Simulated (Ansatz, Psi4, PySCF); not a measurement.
Process, species as SMILES: N=C=O → C(=O)=N as triplet, charge 0 (to the triplet)

Property: adiabatic triplet-singlet gap, E(triplet) - E(singlet) (0 K, with zero-point energies), in eV. Conventions: non-relativistic; spin-orbit terms left out; 6-31G* and kin with 6d, 5d where marked; UHF or UKS for open shells; LANL2DZ all-electron up to Ne; 6-311+G** with 5d; no dispersion term unless named; valence correlation only. First-principles rows: single points at B3LYP-D3(BJ) geometries (Ansatz, a quantum-chemistry and plane-wave program), with unscaled harmonic terms from B3LYP/6-31G* (Ansatz) at its own minima. A UHF reference is markedly spin-contaminated in at least one set, which strains HF and MP2. Levels can end on unlike triplets.

```csv
level,program,"adiabatic triplet-singlet gap, E(triplet) - E(singlet) (0 K, with zero-point energies) (eV)"
HF/3-21G,Ansatz,2.63
HF/LANL2DZ,Ansatz,2.37
PBE/6-31G*,Ansatz,3.58
PBE/def2-SVP,Ansatz,3.66
B3LYP/STO-3G,Ansatz,2.61
B3LYP/6-31G*,Ansatz,3.48
B3LYP/6-31+G*,Ansatz,3.43
B3LYP/6-311+G**,Ansatz,3.56
PBE0/6-31G*,Ansatz,3.51
wB97X-D/6-31G*,Psi4,3.56
wB97X-D/6-311+G**,Psi4,3.63
MP2/LANL2DZ,Ansatz,3.87
MP2/6-311+G**,Ansatz,3.98
B3PW91/6-31G* (5d),PySCF,3.53
M06-2X/def2-TZVPD,PySCF,3.82
wB97M-V/def2-TZVPD,Ansatz,3.71
B2PLYP-D3(BJ)/def2-TZVPD,Ansatz + dftd3,3.72
```

No value to compare with is used here. The 14 habitual levels span 2.37 (HF/LANL2DZ) to 3.98 eV (MP2/6-311+G**); wB97M-V/def2-TZVPD gives 3.71.

The levels are drawn from those run, B3LYP/6-31G* more often than the rest, none by its result; left out are runs that failed, that the program found above a lower state of the same kind, or whose <S^2> lies over 0.5 above the pure value.
